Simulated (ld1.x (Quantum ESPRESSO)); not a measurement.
**Cr: excitation energies, all-electron against ultrasoft**

chromium (Cr), ultrasoft, made with ld1.x (Quantum ESPRESSO) 7.5 (PBE, scalar-relativistic). Core [Ne] 3s2, reference 3p6 3d5 4s0.75 4p0 (charge +0.25). Waves: 4s (bound): rcut 2.30, rcutus 2.85 bohr; 4s channel at -0.1 Ry: rcut 2.30, rcutus 2.85 bohr; 3p (bound): rcut 1.40, rcutus 1.65 bohr; 4p (bound, empty): rcut 1.40, rcutus 1.65 bohr; 3d (bound): rcut 1.40, rcutus 1.90 bohr; 3d channel at 3.8 Ry: rcut 1.40, rcutus 1.90 bohr. Local part: all-electron potential smoothed inside 2.05 bohr (lloc = -1). Core correction: none. Augmentation charge: PSQ, radius 1.60 bohr.

Energies are relative to the spin-unpolarised reference configuration 3p6 3d5 4s0.75 4p0; without spin polarisation the order of configurations can differ from experiment. Not all tests gave a result: test run stopped at test 5 of 7 (negative rho).

```tsv
valence configuration	charge	ΔE all-electron (eV)	error AE − PS (meV)
3p6 3d5 4s1 4p0	0	-1.175	+0.3
3p6 3d5 4s0 4p0	+1	5.726	+2.2
```

(1) What are ΔE and the potential's error for 3p6 3d5.5 4s0.5 4p0?

(2) What are ΔE and the potential's error for 3p6 3d4 4s0 4p0?

## Answers

(1) ΔE = -0.449 eV all-electron; the error (AE − PS) is -1.0 meV.

(2) ΔE = 21.779 eV all-electron; the error (AE − PS) is -8.1 meV.
